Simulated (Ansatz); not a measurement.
Basis sets compared for Rb₂F₃⁻. Charge -1, multiplicity 1. Geometry PBE0-D4/def2-SVPD. Ansatz on 2 threads of Arm Neoverse V2 on a shared host; times are rough, and most runs start from earlier orbitals.

| atom | x (Å) | y (Å) | z (Å) |
| --- | --- | --- | --- |
| Rb1 | -1.0882 | -1.8403 | -1.6263 |
| Rb2 | 0.4440 | 0.7526 | 0.6539 |
| F3 | 1.1253 | -0.7058 | -1.6459 |
| F4 | -1.9536 | -0.6742 | 0.3923 |
| F5 | 1.4724 | 2.4677 | 2.2260 |

In the def2 sets Rb takes a core potential; there is no spin–orbit coupling. The structure comes from a short search, and lower isomers may exist.

```tsv
level	functions	energy (Eh)	HOMO (eV)	LUMO (eV)	wall time
PBE-D4/def2-SVPD	123	-347.4625	-0.37	1.20	3.1 s
PBE0-D4/def2-SVPD	123	-347.4474	-2.11	1.35	2.5 s
```

Question: Estimate the rows for PBE-D4/def2-TZVPD, PBE0-D4/def2-TZVPD.

Answer: 
```tsv
level	functions	energy (Eh)	HOMO (eV)	LUMO (eV)	wall time
PBE-D4/def2-TZVPD	186	-347.8030	-0.35	1.25	4 s
PBE0-D4/def2-TZVPD	186	-347.7874	-2.07	1.60	4.9 s
```
